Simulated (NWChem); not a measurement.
Everything below was run with NWChem. System: Sb (-1), charge -1, spin multiplicity 3. Its SCF solution wasn't tested for a lower state. Level: UMP2/def2-TZVPD with def2 effective core potentials on Sb, 4 core orbitals frozen.

Job file:

```
start mol
memory heap 200 mb stack 900 mb global 1100 mb
charge -1
geometry units angstroms nocenter noautoz
  Sb     0.000000     0.000000     0.000000
  symmetry group D2h
end
basis spherical
  * library def2-tzvpd
end
ecp
  Sb library def2-ecp
end
scf
  uhf
  nopen 2
  maxiter 100
  thresh 1e-7
  semidirect memsize 60000000 filesize 0
  # guess.movecs holds the orbitals of an unrestricted PBE0 run
  vectors input guess.movecs output mol.movecs
end
mp2
  freeze core 4
end
task mp2 energy
```

NWChem printed:

```
             Northwest Computational Chemistry Package (NWChem) 7.3.0
             --------------------------------------------------------

                                NWChem Input Module
                                -------------------

 Scaling coordinates for geometry "geometry" by  1.889725989
 (inverse scale =  0.529177249)

                             Geometry "geometry" -> ""
                             -------------------------

 Output coordinates in angstroms (scale by  1.889725989 to convert to a.u.)

  No.       Tag          Charge          X              Y              Z
 ---- ---------------- ---------- -------------- -------------- --------------
    1 Sb                  51.0000     0.00000000     0.00000000     0.00000000

 Effective nuclear repulsion energy (a.u.)       0.0000000000

            Nuclear Dipole moment (a.u.)
            ----------------------------
        X                 Y               Z
 ---------------- ---------------- ----------------
     0.0000000000     0.0000000000     0.0000000000

      Symmetry information
      --------------------

 Group name             D2h
 Group number             26
 Group order               8
 No. of unique centers     1

      Symmetry unique atoms

     1


 Summary of "ao basis" -> "" (spherical)
 ------------------------------------------------------------------------------
       Tag                 Description            Shells   Functions and Types
 ---------------- ------------------------------  ------  ---------------------
 *                         def2-tzvpd                 on all atoms

 Summary of "ao basis" -> "ao basis" (spherical)
 ------------------------------------------------------------------------------
       Tag                 Description            Shells   Functions and Types
 ---------------- ------------------------------  ------  ---------------------
 Sb                        def2-tzvpd               18       56   7s5p4d2f

                                 NWChem SCF Module
                                 -----------------

  ao basis        = "ao basis"
  functions       =    56
  atoms           =     1
  alpha electrons =    13
  beta  electrons =    11
  charge          =  -1.00
  wavefunction    = UHF
  use symmetry    = T
  symmetry adapt  = T

 Summary of "ao basis" -> "ao basis" (spherical)
 ------------------------------------------------------------------------------
       Tag                 Description            Shells   Functions and Types
 ---------------- ------------------------------  ------  ---------------------
 Sb                        def2-tzvpd               18       56   7s5p4d2f

      Symmetry analysis of basis
      --------------------------

        ag         15
        au          2
        b1g         4
        b1u         9
        b2g         4
        b2u         9
        b3g         4
        b3u         9

 Forming initial guess at       0.0s

   Symmetry analysis of molecular orbitals - initial alpha
   -------------------------------------------------------

  Numbering of irreducible representations:

     1 ag          2 au          3 b1g         4 b1u         5 b2g
     6 b2u         7 b3g         8 b3u

  Orbital symmetries:

     1 ag          2 b2u         3 b1u         4 b3u         5 b3g
     6 ag          7 b2g         8 b1g         9 ag         10 ag
    11 b2u        12 b1u        13 b3u        14 ag         15 b3g
    16 ag         17 b2g        18 b1g        19 ag         20 b2u
[...]
 -----------   ------   -------------------------------------------------------
    1 Sb  23    24.00   0.16 -0.66  1.56  0.94  1.00  0.89  0.10 -0.47  6.43  0.87  1.54  1.62  9.03  0.94  0.03  0.00  0.00  0.00

  Mulliken analysis of the alpha density
  --------------------------------------

    Atom       Charge   Shell Charges
 -----------   ------   -------------------------------------------------------
    1 Sb  23    13.00   0.08 -0.33  0.78  0.47  0.48  0.48  0.04 -0.24  3.23  0.64  1.23  1.13  4.50  0.48  0.02 -0.00  0.00  0.00

   Mulliken analysis of the beta density
   -------------------------------------

    Atom       Charge   Shell Charges
 -----------   ------   -------------------------------------------------------
    1 Sb  23    11.00   0.08 -0.33  0.78  0.47  0.52  0.42  0.06 -0.23  3.21  0.23  0.30  0.49  4.54  0.45  0.01  0.00  0.00  0.00

   Mulliken analysis of the spin density
   -------------------------------------

    Atom       Charge   Shell Charges
 -----------   ------   -------------------------------------------------------
    1 Sb  23     2.00  -0.00  0.00 -0.00 -0.00 -0.04  0.06 -0.02 -0.01  0.02  0.41  0.93  0.64 -0.04  0.03  0.01 -0.00  0.00  0.00

       Multipole analysis of the density wrt the origin
       ------------------------------------------------

     L   x y z        total         alpha         beta         nuclear
     -   - - -        -----         -----         ----         -------
     0   0 0 0     -1.000000    -13.000000    -11.000000     23.000000

     1   1 0 0      0.000000      0.000000     -0.000000      0.000000
     1   0 1 0      0.000000      0.000000      0.000000      0.000000
     1   0 0 1      0.000000      0.000000      0.000000      0.000000

     2   2 0 0    -30.216042    -16.829521    -13.386522      0.000000
     2   1 1 0     -0.000000     -0.000000      0.000000      0.000000
     2   1 0 1     -0.000000      0.000000     -0.000000      0.000000
     2   0 2 0    -24.725486    -17.029017     -7.696469      0.000000
     2   0 1 1      0.000000      0.000000     -0.000000      0.000000
     2   0 0 2    -24.725486    -17.029017     -7.696469      0.000000

                   NWChem MP2 Semi-direct Energy/Gradient Module
                   ---------------------------------------------

  Basis functions       =     56
  Molecular orbitals    =     56
  Frozen core           =      4
  Frozen virtuals       =      0
  Active alpha occupied =      9
  Active beta occupied  =      7
  Active alpha virtual  =     43
  Active beta virtual   =     45
  Use MO symmetry       = T
  Use skeleton AO sym   = T

  AO/Fock/Back tols     =   1.0D-09  1.0D-09  1.0D-09

 GA uses MA = F    GA memory limited = T

 Available:
  local mem=  1.26D+08
 global mem=  1.44D+08
 local disk=  0.00D+00
  mp2_memr nvloc                    43
  nvloc new                    43
   1 passes of   9:        4194304                      25739                   2105450.
   1 passes of   9: M    126143083           G      144172928           F     121948779.

 Semi-direct pass number   1 of   1  for UHF alpha       at        0.3s
  vrange nnbf                  1596
  mp2_eaftype                    10  avail_ma_in_mb                  1099
 EAF : mp2_eaftype filesize          10    1052725.
  mp2_eaf for mointskh                     10
Node 0 wrote      4.9 Mb in      0.0 s     Agg I/O rate:  2148.3 Mb/s
 Done moints_semi at        0.8s
  mp2_eaftype                    10  avail_ma_in_mb                  1089
 EAF : mp2_eaftype filesize          10    1052725.
  mp2_eaf for kh                    10
 Done maket at        0.8s
 Done multipass loop at        0.8s

 GA uses MA = F    GA memory limited = T

 Available:
  local mem=  1.26D+08
 global mem=  1.44D+08
 local disk=  0.00D+00
  mp2_memr nvloc                    45
  nvloc new                    45
   1 passes of   7:        4194304                      22141                   1714749.
   1 passes of   7: M    126143083           G      144172928           F     121948779.

 Semi-direct pass number   1 of   1  for UHF beta        at        0.8s
  vrange nnbf                  1596
  mp2_eaftype                    10  avail_ma_in_mb                  1099
 EAF : mp2_eaftype filesize          10     857375.
  mp2_eaf for mointskh                     10
Node 0 wrote      4.0 Mb in      0.0 s     Agg I/O rate:  4736.6 Mb/s
 Done moints_semi at        1.3s
  mp2_eaftype                    10  avail_ma_in_mb                  1089
 EAF : mp2_eaftype filesize          10     857375.
  mp2_eaf for kh                    10
 Done maket at        1.3s
 Done multipass loop at        1.3s

          -------------------------------------------
          SCF energy                -239.271158459010
          Correlation energy          -0.308478813034
          Singlet pairs                0.000000000000
          Triplet pairs                0.000000000000
          Total MP2 energy          -239.579637272044
          -------------------------------------------

          ---------------------------------------------------
                    Spin Component Scaled (SCS) MP2
          Same spin pairs                     -0.110900026093
          Same spin scaling factor             0.333333333333
          Opposite spin pairs                 -0.197578786941
          Opposite spin scaling fact.          1.200000000000
          SCS-MP2 correlation energy          -0.274061219693
          Total SCS-MP2 energy              -239.545219678704
          ---------------------------------------------------

 -----------------------
 Performance information
 -----------------------

 Timer overhead =  1.36D-07 seconds/call

               Nr. of calls         CPU time (s)                 Wall time (s)                GFlops
             ---------------    -------------------     ------------------------------   -------------------
Name         Min   Avg   Max    Min     Avg     Max     Min     Avg     Max   Mx/calls   Min     Max     Sum
mp2: moin     2     2     2   0.94    0.94    0.94     0.94    0.94    0.94    0.47      0.0     0.0     0.0
mp2: make     2     2     2   3.41E-2 3.41E-2 3.41E-2  3.41E-2 3.41E-2 3.41E-2 1.71E-2   0.0     0.0     0.0
mp2: tota     1     1     1    1.0     1.0     1.0      1.0     1.0     1.0     1.0      0.0     0.0     0.0

 The average no. of pstat calls per process was 5.00D+00
 with a timing overhead of 6.80D-07s

 Task  times  cpu:        1.3s     wall:        1.3s

 Total times  cpu:        1.3s     wall:        1.3s
```
